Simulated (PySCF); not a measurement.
Ge(H)3(Et), SMILES C[CH2][GeH3] (C2H8Ge) (PBE0/def2-SVP optimised geometry):

```
11

Ge    -0.486     0.766     0.000
C     -1.164    -0.196     1.570
C     -0.717    -1.651     1.643
H     -0.980     2.227     0.000
H      1.057     0.766     0.000
H     -0.969     0.080    -1.295
H     -2.264    -0.124     1.551
H     -0.836     0.360     2.464
H      0.381    -1.739     1.683
H     -1.057    -2.227     0.767
H     -1.117    -2.154     2.538
```

Method: PBE0/def2-TZVP (PySCF 2.14.0).

Problem. What are the frontier orbital energies and the dipole moment?

Solution. HOMO-2 -9.20 eV, HOMO-1 -9.12 eV, HOMO -8.28 eV, LUMO 0.81 eV, LUMO+1 1.59 eV; dipole moment 0.85 D.

Meta-Löwdin charges at PBE0/def2-TZVP: Ge1 0.34, C2 -0.39, C3 -0.33, H4 -0.06, H5 -0.07, H6 -0.07, H7 0.12, H8 0.12, H9 0.11, H10 0.11, H11 0.11.
